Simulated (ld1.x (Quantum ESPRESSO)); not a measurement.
The numbers below are computed, except where a source is named.
## Potentials for scandium (Sc) compared

Generated with ld1.x 7.5 (TM, RRKJ, ultrasoft, PAW), atompaw 4.2 or ONCVPSP 4.0.1. The cutoff is in Ry: for ld1.x and atompaw files where the sum of valence levels is converged to 10 mRy in a Bessel basis, for ONCV files where the hardest occupied wave has 1 mHa per electron of residual kinetic energy. The error is the largest all-electron minus pseudo excitation energy over each file’s own four to seven test configurations (ionisations up to +4, promotions, holes and added fractions of an electron), all of which were solved. The labels leave out finer settings (local radius, basis sizes, second energies), which also bear on the numbers. Spin-polarised tests are not counted. The rows are a selection from randomly drawn settings: files with unsolved tests, undetermined cutoffs or missed reference levels are left out.

| potential | cutoff (Ry) | largest error (meV) | bound ghosts |
| --- | --- | --- | --- |
| TM, Wu–Cohen, scalar-relativistic, rc 1.40/1.20/2.10 (spd), local d, core correction yes, reference 3s2 3p6 3d0 4s0 4p0 | 70 | -115 | none |
| TM, PBE, scalar-relativistic, rc 1.00/1.50/1.70 (spd), local s, core correction yes, reference 3s2 3p6 3d0 4s0 4p0 | 110 | +85 | none |
| TM semilocal, PBE, scalar-relativistic, rc 3.10/4.00/2.15 (spd), local p, core correction yes, reference 3d1 4s2 4p0 | 40 | -267 | none |

Question: Fill in the row for Sc: TM, PBE, non-relativistic, rc 0.95/1.10/2.10 (spd), local s, core correction no, reference 3s2 3p6 3d0 4s0 4p0.

Answer: cutoff 110 Ry, largest error +131 meV, bound ghosts: none.

Question: Fill in the row for Sc: ultrasoft, PBEsol, scalar-relativistic, rc 3.40/1.95/1.80 (spd), local smoothed, core correction yes, reference 3p6 3d1 4s2 4p0.

Answer: cutoff 30 Ry, largest error -50 meV, bound ghosts: none.
